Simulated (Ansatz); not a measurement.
Cost and result for the atomization energy of CH$_{8}$N$_{2}$OSi, SMILES `N[SiH2]NCO` (13 atoms, 12 bonds).

```xyz
13

N     2.228   -0.697   -0.142
Si    0.555   -1.046   -0.189
N    -0.309    0.408   -0.477
C    -1.599    0.745    0.039
O    -1.605    1.957    0.759
H     2.631   -0.068    0.532
H     2.899   -1.361   -0.491
H    -0.071   -1.573    1.060
H     0.449   -2.098   -1.240
H     0.019    1.038   -1.194
H    -1.941   -0.089    0.666
H    -2.335    0.894   -0.756
H    -0.923    1.890    1.433
```

Total charge 0; spin multiplicity 1. The structure was optimised at the PBE0-D4/def2-TZVP level. It is one conformer, not always the lowest. Program: Ansatz. All runs use 4 threads of an Arm Neoverse V1 on a shared host. Times are those of one run each, without the atoms' runs, and a repeat can differ threefold. Electronic energies, without spin–orbit coupling; frozen cores. CCSD(T)/CBS adds CCSD(T) − MP2 in def2-TZVPP to the MP2 limit, and its time is that of the two runs behind it. T1 = 0.011. B3LYP takes the VWN-RPA correlation (the form of Gaussian; ORCA's B3LYP/G).

CCSD(T)/CBS is a level of theory with its own doubt, some kJ/mol a heavy atom from the limit and from the frozen cores, so smaller differences don't rank the functionals.

```json
{"level": "PBE-D4/def2-TZVPP (with forces)", "functions": "278", "wall time": "3.3 s"}
{"level": "PBE0-D4/def2-TZVPP", "functions": "278", "wall time": "3.9 s"}
{"level": "r2SCAN-D4/def2-TZVPP (with forces)", "functions": "278", "wall time": "6.5 s"}
{"level": "B3LYP-D4/def2-TZVPP (with forces)", "functions": "278", "wall time": "6.5 s"}
{"level": "B2PLYP/def2-TZVPP", "functions": "278", "wall time": "9 s"}
{"level": "ωB97X-V/def2-TZVPP", "functions": "278", "wall time": "10 s"}
{"level": "ωB97M-V/def2-TZVPP (with forces)", "functions": "278", "wall time": "15 s"}
{"level": "MP2/def2-QZVPP", "functions": "538", "wall time": "45 s"}
{"level": "CCSD(T)/def2-TZVPP", "functions": "278", "wall time": "5.4 min"}
{"level": "CCSD(T)/CBS(def2)", "functions": "–", "wall time": "6.2 min"}
```

Q: What atomization energy does each give, and how far from CCSD(T)/CBS? (An estimate is asked.)

A: Computed: 
```csv
level,atomization (kcal/mol),difference from CCSD(T)/CBS,per bond
PBE-D4/def2-TZVPP (with forces),1124.8,16.4,1.4
PBE0-D4/def2-TZVPP,1102.0,-6.4,-0.5
r2SCAN-D4/def2-TZVPP (with forces),1101.3,-7.1,-0.6
B3LYP-D4/def2-TZVPP (with forces),1109.4,1.0,0.1
B2PLYP/def2-TZVPP,1094.8,-13.6,-1.1
ωB97X-V/def2-TZVPP,1112.2,3.8,0.3
ωB97M-V/def2-TZVPP (with forces),1111.8,3.4,0.3
MP2/def2-QZVPP,1107.8,-0.6,-0.1
CCSD(T)/def2-TZVPP,1073.3,-35.1,-2.9
CCSD(T)/CBS(def2),1108.4,0.0,0.0
```

In def2-TZVPP, CCSD(T) changes the Hartree–Fock value by +308.0 kcal/mol (the triples alone add +16.0 kcal/mol) and MP2 by +321.5 kcal/mol; breaking electron pairs costs correlation energy, which Hartree–Fock lacks. From PBE to PBE0 (25 % exact exchange), in def2-TZVPP and without D4, the atomization energy moves by −22.0 kcal/mol: exact exchange takes away binding that semilocal exchange gives to molecules. The D4 term adds +9.0 kcal/mol with B3LYP and +4.7 kcal/mol with PBE0; it sums over pairs of atoms, weighted by their polarisabilities, and B3LYP, whose exchange is more repulsive, gets the larger term.
